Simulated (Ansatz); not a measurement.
`[O]=[Nb]([F])([Cl])[Cl]` + NH₃ → `[NH2][Nb](=[O])([Cl])[Cl]` + H–F at 500 K and 1 bar (ligand exchange at the Nb–F bond).

Program: Ansatz. Geometries: PBE0-D4/def2-TZVP. ΔE: electronic, gas phase. CCSD(T)/CBS is the MP2 limit (def2-TZVPP, def2-QZVPP) plus CCSD(T) − MP2 in def2-TZVPP, frozen cores. This one scheme is used for every species. Elements past krypton have def2 core potentials. For Nb outer-core shells are correlated without core-valence functions, which leaves a few kJ/mol of doubt a bond. Each species was taken in one conformer, which may not be the lowest.

```tsv
species	CCSD(T)/CBS energy (Eh)	H − E (kJ/mol)	S (J/(mol·K))
`[O]=[Nb]([F])([Cl])[Cl]`	-1151.68753	59.9	402.3
NH₃	-56.50880	108.2	211.8
`[NH2][Nb](=[O])([Cl])[Cl]`	-1107.78178	127.1	422.8
H–F	-100.39570	39.4	188.7
```

H − E and S are ideal-gas, rigid-rotor, harmonic terms from PBE0-D4/def2-TZVP, for one conformer and one mirror image of each species. 1 Eh = 2625.50 kJ/mol, R = 8.31446 J/(mol·K).

**Question.** By hand: ΔE, ΔH, ΔS and ΔG.

**Answer.** ΔE = (-1107.78178) + (-100.39570) − (-1151.68753) − (-56.50880) = 0.01885 Eh = 49.5 kJ/mol. Δ(H − E) = 127.1 + 39.4 − 59.9 − 108.2 = -1.6, so ΔH = 47.9 kJ/mol. ΔS = 422.8 + 188.7 − 402.3 − 211.8 = -2.6 J/(mol·K). ΔG = 47.9 − 500 × (-2.6)/1000 = 49.2 kJ/mol.

**Question.** By hand: the equilibrium constant, and the temperature at which ΔG would vanish if ΔH and ΔS stayed fixed.

**Answer.** log₁₀ K = −ΔG/(RT ln 10) = -5.1. ΔH and −TΔS have one sign here, so there is no such temperature.

The number of gas molecules stays the same, so ΔS is small and ΔH decides. A doubt of 5 kJ/mol in ΔE shifts log₁₀ K by 0.5 here. Other conformers and mirror images would add mixing entropy, several J/(mol·K) or more a flexible species. These are equilibria of isolated gas molecules and say nothing of rates. Largest T1 diagnostic: 0.021 (customary marks: 0.02 for closed shells, 0.045 for open ones).

ΔS is within the doubt of such terms, so its sign, and with it that verdict, could turn.
